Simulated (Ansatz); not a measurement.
The same path of a periodic cell of 15 atoms, W (host W, host structure bcc, one W atom removed) was run twice with different band settings. Lost on the way: W1–W5, W1–W8, W1–W13, W1–W14. Made: W1–W6, W1–W7, W1–W9, W1–W12.

Theory: DFT PBE-D3(BJ), scalar-relativistic, plane waves, PAW in Ansatz 0.2.0. Settings: PAW set soft_1, cutoff 420 eV, k mesh 3x3x3, gaussian smearing 0.1 eV, no spin polarisation.

Relaxed end points:

```xyz
15
Lattice="6.3200 0.0000 0.0000 0.0000 6.3200 0.0000 0.0000 0.0000 6.3200" Properties=species:S:1:pos:R:3
W 0.010 -0.015 -0.005
W 3.139 -0.016 -0.005
W 0.011 3.177 -0.006
W 0.012 -0.016 3.187
W 1.575 1.580 1.591
W 3.140 3.176 -0.005
W 3.139 -0.015 3.186
W 4.735 1.580 1.591
W 0.010 3.176 3.186
W 1.575 4.740 1.591
W 1.575 1.580 4.751
W 3.138 3.177 3.187
W 4.735 4.740 1.591
W 4.735 1.580 4.751
W 4.735 4.740 4.751
```

```xyz
15
Lattice="6.3200 0.0000 0.0000 0.0000 6.3200 0.0000 0.0000 0.0000 6.3200" Properties=species:S:1:pos:R:3
W 1.564 -1.564 -1.564
W 3.160 0.000 0.000
W 0.000 3.160 0.000
W 0.000 0.000 3.160
W 1.564 1.564 1.564
W 3.160 3.160 0.000
W 3.160 0.000 3.160
W 4.756 1.564 1.564
W 0.000 3.160 3.160
W 1.564 4.756 1.564
W 1.564 1.564 4.756
W 3.160 3.160 3.160
W 4.756 4.756 1.564
W 4.756 1.564 4.756
W 4.756 4.756 4.756
```

Common settings: climbing image yes; force threshold 0.05 eV/Å; end points relaxed.

| run | movable images | spring | optimiser | start path | iteration limit |
| --- | --- | --- | --- | --- | --- |
| 1 | 7 | 1.0 eV/Å² | quadratic models (default) | IDPP | 28 |
| 2 | 3 | 0.1 eV/Å² | fire | default | 50 |

(1) What does each run give, and how far can it be trusted?

Answers

(1) Run 1: converged after 5 iterations, highest image 1.526 eV above the first end. The profile has 2 maxima (images 3, 5) with wells between them (image 4): this band takes more than one step, which may be the mechanism or a detour left from its start path. By the program's own check the climbing image is a first-order saddle point (lowest curvatures found: -2.88 and 8.22 eV/Å²).
Run 2: converged after 15 iterations, highest image 1.502 eV above the first end. The order of the stationary point at the top wasn't checked.
Limits of this set-up: coarse k mesh.
